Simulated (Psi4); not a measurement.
C₂H₇O, charge +1, singlet, geometry from GFN2-xTB; B3LYP/def2-SV(P) (Psi4).

The Psi4 input:
```
memory 2 GB

molecule mol {
1 1
  C    -0.002231    1.216252   -0.237157
  O     0.062536   -0.002934    0.545532
  C     0.018553   -1.212997   -0.252606
  H     0.037133    2.060339    0.449885
  H     0.874227    1.243769   -0.883843
  H    -0.908753    1.263320   -0.841643
  H     0.072429   -2.064957    0.423650
  H    -0.887096   -1.267878   -0.857741
  H     0.895283   -1.217288   -0.899494
  H    -0.681439   -0.013357    1.183507
}

set basis def2-sv(p)
set reference rks

energy('b3lyp')
print_variables()
```

It wrote (shortened):

```
   => Loading Basis Set <=

    Name: DEF2-SV(P)
    Role: ORBITAL
    Keyword: BASIS

         ---------------------------------------------------------
                                   SCF
               by Justin Turney, Rob Parrish, Andy Simmonett
                          and Daniel G. A. Smith
                              RKS Reference
         ---------------------------------------------------------

  ==> Geometry <==

    Molecular point group: c1
    Full point group: C1

    Geometry (in Angstrom), charge = 1, multiplicity = 1:

       Center              X                  Y                   Z               Mass
    ------------   -----------------  -----------------  -----------------  -----------------
         C           -0.014839476764     1.216334682506    -0.267162442815    12.000000000000
         O            0.049927523236    -0.002851317494     0.515526557185    15.994914619570
         C            0.005944523236    -1.212914317494    -0.282611442815    12.000000000000
         H            0.024524523236     2.060421682506     0.419879557185     1.007825032230
         H            0.861618523236     1.243851682506    -0.913848442815     1.007825032230
         H           -0.921361476764     1.263402682506    -0.871648442815     1.007825032230
         H            0.059820523236    -2.064874317494     0.393644557185     1.007825032230
         H           -0.899704476764    -1.267795317494    -0.887746442815     1.007825032230
         H            0.882674523236    -1.217205317494    -0.929499442815     1.007825032230
         H           -0.694047476764    -0.013274317494     1.153501557185     1.007825032230

  Running in c1 symmetry.

  Rotational constants: A =      1.14324  B =      0.31225  C =      0.27502 [cm^-1]
  Rotational constants: A =  34273.48870  B =   9360.97406  C =   8244.81647 [MHz]
  Nuclear repulsion =   91.191555057899507

  Charge       = 1
  Multiplicity = 1
  Electrons    = 26
  Nalpha       = 13
  Nbeta        = 13

  ==> Algorithm <==

  SCF Algorithm Type is DF.
  DIIS enabled.
  MOM disabled.
  Fractional occupation disabled.
  Guess Type is SAD.
  Energy threshold   = 1.00e-06
  Density threshold  = 1.00e-06
  Integral threshold = 1.00e-12

  ==> Primary Basis <==

  Basis Set: DEF2-SV(P)
    Blend: DEF2-SV(P)
    Number of shells: 32
    Number of basis functions: 56
    Number of Cartesian functions: 59
    Spherical Harmonics?: true
    Max angular momentum: 2

  ==> DFT Potential <==

[...]
   @DF-RKS iter   3:  -155.19557872721521   -1.25264e-01   7.55923e-04 ADIIS/DIIS
   @DF-RKS iter   4:  -155.19639750882089   -8.18782e-04   1.55458e-04 ADIIS/DIIS
   @DF-RKS iter   5:  -155.19641111765233   -1.36088e-05   1.12184e-04 ADIIS/DIIS
   @DF-RKS iter   6:  -155.19642489707721   -1.37794e-05   5.71344e-06 DIIS
   @DF-RKS iter   7:  -155.19642494351825   -4.64410e-08   7.42668e-07 DIIS
  Energy and wave function converged.

  ==> Post-Iterations <==

   Electrons on quadrature grid:
      Ntotal   =   26.0000010641 ; deviation = 1.064e-06

    Orbital Energies [Eh]
    ---------------------

    Doubly Occupied:

[...]
      13A     -0.590863

    Virtual:

[...]
      56A      3.040443

    Final Occupation by Irrep:
              A
    DOCC [    13 ]
    NA   [    13 ]
    NB   [    13 ]

  @DF-RKS Final Energy:  -155.19642494351825

   => Energetics <=

    Nuclear Repulsion Energy =             91.1915550578995067
    One-Electron Energy =                -382.9491012541187729
    Two-Electron Energy =                 154.1575127858406233
    DFT Exchange-Correlation Energy =     -17.5963915331396237
    Empirical Dispersion Energy =           0.0000000000000000
    VV10 Nonlocal Energy =                  0.0000000000000000
    Total Energy =                       -155.1964249435182523

Computation Completed

Properties will be evaluated at   0.000000,   0.000000,   0.000000 [a0]

Properties computed using the SCF density matrix

 Multipole Moments:

 ------------------------------------------------------------------------------------
     Multipole            Electronic (a.u.)      Nuclear  (a.u.)        Total (a.u.)
 ------------------------------------------------------------------------------------

 L = 1.  Multiply by 2.5417464519 to convert [e a0] to [Debye]
 Dipole X            :          0.1106520           -0.6433098           -0.5326577
 Dipole Y            :         -0.0096605            0.0042300           -0.0054304
 Dipole Z            :          1.6682193           -1.5309578            0.1372615
 Magnitude           :                                                    0.5500859

 ------------------------------------------------------------------------------------

  Variable Map:
  ----------------------------------------------------------------------------
[...]
  Array Variable Map:
  ----------------------------------------------------------------------------
[...]
[...]
```
